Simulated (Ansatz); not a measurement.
`C[SiH](Cl)[GeH3]`. Charge 0, multiplicity 1. All single points use the PBE0-D4/def2-TZVP geometry.

```xyz
11

C     0.700    0.562   -1.512
Si    0.120    0.782    0.244
Cl    1.748    1.256    1.433
Ge   -0.878   -1.186    1.133
H     1.413   -0.261   -1.586
H     1.182    1.473   -1.872
H    -0.152    0.341   -2.161
H    -0.822    1.928    0.341
H    -2.116   -1.578    0.305
H     0.122   -2.353    1.086
H    -1.315   -0.966    2.589
```

**Question.** What is the dipole moment at PBE/def2-TZVPP? (Estimate.)

**Answer.** Ansatz gave: 1.69 D, with components (-0.61, -0.27, -1.55) D in this frame, pointing from negative to positive charge.

**Question.** And with r2SCAN, B3LYP, ωB97M-V? (Estimate.)

**Answer.** The calculation gave: r2SCAN 1.75 D, B3LYP 1.73 D, ωB97M-V 1.72 D.

**Question.** Give the Mulliken charges with PBE, ωB97M-V, B3LYP in def2-TZVPP. (An estimate is asked.)

**Answer.** The calculation gave: 
| atom | PBE | ωB97M-V | B3LYP |
| --- | --- | --- | --- |
| C1 | -0.36 | -0.43 | -0.37 |
| Si2 | 0.31 | 0.33 | 0.39 |
| Cl3 | -0.23 | -0.23 | -0.27 |
| Ge4 | 0.02 | -0.09 | 0.00 |
| H5 | 0.12 | 0.13 | 0.11 |
| H6 | 0.12 | 0.13 | 0.11 |
| H7 | 0.11 | 0.12 | 0.11 |
| H8 | -0.07 | -0.03 | -0.08 |
| H9 | -0.01 | 0.01 | -0.01 |
| H10 | 0.00 | 0.02 | 0.00 |
| H11 | 0.00 | 0.03 | 0.00 |

B3LYP here is the variant with VWN-RPA as its local correlation; programs differ in this.
